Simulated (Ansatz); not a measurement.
`N[SiH2][GeH3]` + `OC[TeH]` → `OC[Te][GeH3]` + `N[SiH3]`  (cleavage of the Ge–Si bond)

Gas-phase electronic energies from Ansatz, PBE0-D4/def2-TZVP geometries. CBS: MP2 limit from def2 TZ/QZ plus the TZ coupled-cluster correction, frozen cores. This one scheme is used for every species. DFT in def2-TZVPP. B3LYP here is the variant with VWN-RPA as its local correlation; programs differ in this. Elements past krypton have def2 core potentials. For Ge, Te outer-core shells are correlated without core-valence functions, which leaves a few kJ/mol of doubt a bond. Scalar relativity is left out up to krypton. One conformer a species, not always the lowest.

```csv
level,ΔE (kJ/mol)
B3LYP-D4,-49.6
ωB97X-V,-47.6
ωB97M-V,-49.3
B2PLYP,-51.5
PBE,-41.7
HF/def2-TZVPP,-58.4
MP2/def2-QZVPP,-60.4
SCS-MP2/def2-QZVPP,-58.8
```

Problem. What does CCSD(T)/CBS give? (An estimate is asked.)

Solution. Computed: -51.3 kJ/mol. The listed levels differ from it by 1.7, 3.7, 2.0, -0.2, 9.6, -7.1, -9.1, -7.5 kJ/mol.

Largest T1 diagnostic among the species: 0.011.

From PBE to PBE0 (25 % exact exchange), in def2-TZVPP and without D4, ΔE moves by −3.4 kJ/mol.
